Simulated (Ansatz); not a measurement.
C$_{2}$H$_{8}$GeO$_{3}$ (`C[O][GeH]([OH])[O]C`), relaxed with RKS PBE0-D4/def2-TZVP in the Gaussian-basis code of Ansatz from a GFN2-xTB geometry. The force threshold is 0.005 eV/Å; the program also tests the step.

The species carries charge 0 and has multiplicity 1.

Start:

```xyz
14

C     0.781   -1.917   -0.765
O     0.907   -1.140    0.412
Ge    0.860    0.595    0.553
O     1.958    1.361   -0.532
O    -0.692    1.275    0.044
C    -1.965    0.899    0.529
H     0.787   -2.963   -0.454
H    -0.154   -1.702   -1.291
H     1.616   -1.736   -1.445
H     1.206    0.758    1.995
H     1.616    2.135   -0.977
H    -2.162    1.360    1.499
H    -2.059   -0.184    0.628
H    -2.699    1.259   -0.195
```

By how much does the energy fall, and how many steps does the optimiser take? (Best estimate.)

Ansatz gave: 10.73 kJ/mol, in 12 steps, 1 of them rejected.

Which bonds change most? (Best estimate.)

Ansatz gave: Ge3–O4 from 1.724 to 1.761 Å; Ge3–H10 from 1.491 to 1.527 Å; O2–Ge3 from 1.742 to 1.762 Å; C6–H12 from 1.092 to 1.097 Å.

Give the relaxed structure. (Best estimate.)

Ansatz gave: 
```xyz
14

C     0.749   -1.789   -0.738
O     0.828   -1.156    0.523
Ge    0.836    0.604    0.610
O     2.046    1.285   -0.471
O    -0.679    1.246   -0.042
C    -1.912    0.837    0.510
H     0.774   -2.868   -0.571
H    -0.183   -1.543   -1.261
H     1.592   -1.516   -1.381
H     1.093    0.946    2.075
H     1.627    1.746   -1.204
H    -2.032    1.185    1.543
H    -2.028   -0.253    0.497
H    -2.711    1.276   -0.091
```
